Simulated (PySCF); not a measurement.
# Structure revision by computed shifts

A compound C7H7N3 gives the data below (simulated from a calculation) and was assigned the structure `C=CCn1ccc(C#N)n1`.

¹³C{¹H} NMR (computed): δ 138.0 (CH), 135.2 (C), 133.9 (C), 130.8 (C), 127.0 (CH), 115.0 (CH), 112.6 (CH).

¹H NMR (400 MHz, computed): δ 9.27 (br s, 1H), 8.04 (m, 1H), 7.45 (m, 1H), 7.33 (m, 1H), 6.81 (d, 1H), 3.43 (br s, 2H).

A single conformation, relativity neglected, equivalent nuclei averaged, no solvent. NMR shieldings at PBE0/pcSseg-1/GIAO; geometry from GFN2-xTB; PySCF 2.14.0 with density-fitted response routines.

Shifts are taken against calculated references (same method and geometry level): ¹H (σ = 31.72 ppm) and ¹³C (σ = 186.93 ppm) against TMS.

**Question.** Compare with the shifts computed for the proposed structure, pairing carbons in order of shift.

**Answer.** Mapped SMILES: `[CH2:1]=[CH:2][CH2:3][n:4]1[cH:5][cH:6][c:7]([C:8]#[N:9])[n:10]1`; H(Xn) means a hydrogen on atom n.

```csv
atom,computed for proposal,given list,difference
C2,145.0,138.0,+7.0
C5,133.6,135.2,-1.6
C7,130.0,133.9,-3.9
C1,124.6,130.8,-6.2
C6,121.9,127.0,-5.1
C8,119.4,115.0,+4.4
C3,60.0,112.6,-52.6
```

The rms difference is 20.4 ppm and the largest -52.6 ppm at C3 (allylic sp3 CH2 bonded to N). The carbon types in order of shift don't match either: CH, CH, C, CH2, CH, C, CH2 for the proposal against CH, C, C, C, CH, CH, CH in the data. The proposal doesn't fit.

**Question.** Which isomer fits?

**Answer.** `C1=CC(N)=C2C(=C1)C=NN2`.

- Carbon types of the structure: 3 × C, 4 × CH, leaving 3 H on heteroatoms.
- δC 135.2: aromatic carbon bearing nitrogen; the electronegative substituent deshields the carbon that carries it.
- δC 133.9, 130.8: ring-fusion aromatic carbon.
- δC 127.0, 115.0, 112.6: aromatic CH.
- δH 9.27: hydrogen on a pyrrole-type ring nitrogen; exchangeable, gas-phase position.

The shifts were computed for this structure.

Exchangeable OH/NH protons stand at their gas-phase positions; hydrogen bonding in a real sample shifts them, mostly to higher δ. Shifts are as computed. Against solution values, carbons near 30 ppm lie about +3 ppm off and those near 130 ppm about +5 ppm. Of 1211 compounds with measured shifts, 218 miss one by over three times the rms of a fit or turn the order of signals round; such compounds aren't used in these exercises. No couplings were computed; multiplicities are counted from neighbouring protons, with m where these are inequivalent, close in shift, in a saturated or five-membered ring or joined by F or P, and br s for small geminal =CH2 splittings.
